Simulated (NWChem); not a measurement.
C₅H₄O; SMILES C1C(C=CC=1)=O

Computed with NWChem. Coordinates come from a PBE0/def2-SVP optimisation. Level: PBE0/def2-SVP with SMD (1 M gas to 1 M solution), gas-phase geometry.

Task: What does the run give for solvent water? Quantities: solvation free energy (kcal/mol); cavity-dispersion-structure term (kcal/mol); dipole in solution (D).

Result: The solvation free energy (kcal/mol) is -2.9. The cavity-dispersion-structure term (kcal/mol) is 3.6 and the dipole in solution (D) is 4.28.
